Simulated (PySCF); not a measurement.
Isomers of C6H10O, one GFN2-xTB conformer each. Single-point energies are computed at PBE0/pcSseg-1 (PySCF, gas phase, no added dispersion term), electronic only.

Question: Rank them by PBE0/pcSseg-1 energy, lowest first (kJ/mol).
A. `[CH2:1]1[CH2:2][CH2:3][C@H:4]2[O:5][C@H:6]2[CH2:7]1` with C7–C1–C2–C3 -68°, C1–C2–C3–C4 49°, C2–C3–C4–O5 -84°, C3–C4–O5–C6 112°
B. `[CH3:1][CH2:2][O:3][C@@H:4]1[CH:5]=[CH:6][CH2:7]1` with C1–C2–O3–C4 -71°, C2–O3–C4–C5 -168°

Answer: A (0.0), B (129.0).

As drawn, the lower has a three-membered ring, which the higher lacks; the higher has a four-membered ring and a C=C bond outside aromatic rings, which the lower lacks. GFN2-xTB itself gives, in the same order: 0.0, 154.0. Both levels put the same isomer lowest.

Which frontier levels, dipoles and rotational constants go with these structures?

| SMILES | HOMO (eV, PBE0/pcSseg-1) | LUMO (eV) | dipole (D) | A, B, C (MHz) |
| --- | --- | --- | --- | --- |
| C1CC[C@H]2O[C@H]2C1 | -7.59 | 1.45 | 1.91 | 3949, 3182, 2121 |
| CCO[C@@H]1C=CC1 | -7.11 | 0.31 | 1.32 | 6416, 1733, 1459 |
